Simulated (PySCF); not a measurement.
Run record: geometry optimisation, `CS[SiH2]NC=O`.

Method: PBE0-D3(BJ)/def2-SVP geometry optimisation, gas phase (PySCF 2.14.0). Start geometry: GFN2-xTB. The input is one job of a driver script: a line of settings, then coordinates in Å.

Input:
```
{"job": {"xc": "PBE0", "basis": "def2-SVP", "d3": "d3bj", "grid": 1, "kind": "geom"}, "charge": 0, "multiplicity": 1}
C     -2.710151     0.089616     0.468557
S     -1.127997     0.532908     1.241885
Si     0.179470    -0.139213    -0.312398
N      1.740616     0.258037     0.362485
C      2.757003    -0.073770    -0.443242
O      2.557177    -0.590622    -1.515118
H     -2.739222    -0.980126     0.292136
H     -2.820843     0.629764    -0.465470
H     -3.495461     0.375124     1.159806
H      0.043247    -1.580361    -0.476873
H     -0.065473     0.634614    -1.521995
H      1.911733     0.689438     1.256105
H      3.765513     0.155077    -0.063608
```

Output:
```
step   0  E = -897.27758518  max force = 0.014696
step   1  E = -897.28072551  max force = 0.002232
step   2  E = -897.28080827  max force = 0.000912
step   3  E = -897.28079065  max force = 0.002752
step   4  E = -897.28081999  max force = 0.000751
step   5  E = -897.28082151  max force = 0.000226
optimisation converged
```

Energies in Eh; «max force» is the largest Cartesian gradient component in Eh/bohr.

Task: How much energy does the optimisation release, in eV?

Result: E(step 0) − E(last step) = 0.003236 Eh, which is 0.088 eV.

Task: Give the first gradient maximum in eV/Å.

Result: With 1 Eh/bohr = 51.422 eV/Å, 0.756 eV/Å.

In short: final energy -897.28082 Eh after 5 steps; dipole 2.53 D.

Task: Estimate the wall time. Hardware: an Arm Neoverse V1 with one thread, no GPU (shared host).

Result: About 37 s.
Labels such as C1 count atoms from 1, the log's own numbers from 0.
